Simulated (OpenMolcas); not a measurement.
Mo IV.

```yaml
Program: OpenMolcas 26.06
Method: CASSCF
Basis: ANO-RCC-VQZP [8s7p5d3f2g1h]
Scalar_Hamiltonian: DKH2, point nucleus
Active_space: 3 electrons in 5 orbitals (4d)
State_averaging: 2S+1 = 4 even, 10 roots; 2S+1 = 2 even, 40 roots
Spin-orbit_coupling: state interaction with AMFI integrals over the reference wave functions, term energies averaged over their components
```

Levels without dynamic correlation, in cm⁻¹ above 4d³ ⁴F_3/2:

```tsv
Level	E
4d³ ²P_1/2	18687
4d³ ⁴P_1/2	13220
4d³ ²G_7/2	14372
4d³ ²H_9/2	19021
4d³ ²D_5/2(1)	21206
4d³ ²F_7/2	31065
```

On this reference, MS-CASPT2, IPEA 0.25 Eh, imaginary shift 0.1 Eh (closed shells correlated: 4s 4p) puts 4d³ ²P_1/2 at 14440 cm⁻¹.

Task: Estimate the other levels at that method by one scale factor, and say how well it serves.

Result: The factor is 14440 / 18687 = 0.773. Scaled values beside those that MS-CASPT2 gives and measured ones (Sugar and Musgrove, J. Phys. Chem. Ref. Data 17, 155 (1988)):
```tsv
Level	Scaled	MS-CASPT2	Miss (%)	Measured
4d³ ⁴P_1/2	10219	10850	-5.8	10338
4d³ ²G_7/2	11110	11680	-4.9	11580
4d³ ²H_9/2	14703	16340	-10.0	15995
4d³ ²D_5/2(1)	16392	17210	-4.8	16809
4d³ ²F_7/2	24013	25420	-5.5	24787
```
For these levels the scaled values miss MS-CASPT2 by up to 10.0 %, as correlation changes each term by its own factor, spin-orbit parts do not scale and CASPT2 has its own spread within terms. This holds within one configuration; levels of others move differently, and the target method has errors of its own against measurement.

CASPT2 does not keep the components of a term degenerate, so their means are used; among the terms shown or strongly mixed into the levels shown the widest spread is 790 cm-1 (4d³ ⁴F, MS-CASPT2). Without dynamic correlation excited terms often stand tens of per cent too high (terms of higher spin than the ground term too low), and those without a measured partner can miss by more than the paired ones (holds for CASSCF). The CASPT2 spread within a term exceeds the gap to the next term for 4d³ ²H and 4d³ ²D(1), so the order of their levels is uncertain (holds for MS-CASPT2). Computed and measured levels are paired by configuration, term and J; levels that our copy of the source lacks, or whose pairing is in doubt (as where it misses far off the trend of its configuration), stay unpaired and out of the deviations. Only configurations of the active space appear.

A number in round brackets counts repeated terms of one configuration in the order of the reference energies.
